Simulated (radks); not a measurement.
The numbers below are computed, except where a source is named.
Sr3+, configuration [Ar] 3d10 4s2 4p5 (the NIST ground configuration). Level of theory: Dirac Kohn-Sham, PBE, spin-unpolarised, spherical densities, finite nucleus; open shells fill j = l - 1/2 first; Fermi nuclear charge, rms radius 4.224 fm (a radial shooting solver on a logarithmic mesh with Libxc functionals). Some entries of the table are withheld. Estimate them.

orbital,occ.,eigenvalue (hartree),<1/r> (bohr^-1)
1s1/2,2,-586.5722,39.00
2s1/2,2,-80.38109,8.780
2p1/2,2,(1),8.751
2p3/2,4,(2),8.411
3s1/2,2,-13.36971,2.935
3p1/2,2,-10.78055,(3)
3p3/2,4,-10.39475,(4)
3d3/2,4,-5.85091,2.523
3d5/2,6,-5.78350,2.502
4s1/2,2,-2.53449,1.016
4p1/2,2,-1.87412,0.9021
4p3/2,3,-1.82681,0.8824

Answer. 
(1) 2p1/2 eigenvalue (hartree): -73.25317
(2) 2p3/2 eigenvalue (hartree): -70.73894
(3) 3p1/2 <1/r> (bohr^-1): 2.826
(4) 3p3/2 <1/r> (bohr^-1): 2.745
